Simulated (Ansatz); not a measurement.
Strength of the N–In bond: C3H10InN → C3H8N + InH2

Species: C3H10InN `CC[N](C)[InH2]`, singlet; C3H8N `CC[N]C`, doublet; InH2 `[InH2]`, doublet. 

Shapes, held fixed at every level: PBE0-D4/def2-TZVP. Flexible molecules stand in one conformer, not always the lowest. Programs: Ansatz 0.2.0. The zero-point and thermal change to 298 K, harmonic and unscaled (PBE0-D4/def2-TZVP), is -14.6 kJ/mol.

| level | kind | ΔH(298 K) (kJ/mol) | CPU time (sum over the molecules) |
| --- | --- | --- | --- |
| MP2/def2-TZVPP | perturbation theory | +307.7 | – |
| PBE-D4/def2-TZVPP | GGA | +255.9 | 34 s |
| r2SCAN-D4/def2-TZVPP | meta-GGA | +240.4 | 69 s |
| r2SCAN0-D4/def2-TZVPP | global hybrid | +234.1 | 73 s |
| wB97M-V/def2-TZVPP | range-separated hybrid | +264.3 | 2.5 min |
| wB97X-V/def2-TZVPP | range-separated hybrid | +265.9 | 1.8 min |
| B2PLYP/def2-TZVPP | double hybrid | +252.7 | 79 s |

B2PLYP/def2-TZVPP gives ΔH(298 K) = +252.7 kJ/mol; the levels span +234.1 to +307.7. The median of the levels is +255.9. No measured value is set beside it here. Open shells run unrestricted. For atoms past krypton def2 sets carry core potentials with scalar relativity. Outer-core shells of In are correlated, in sets that cover them unevenly. Times are processor times on shared x86 and Arm servers, and rough.
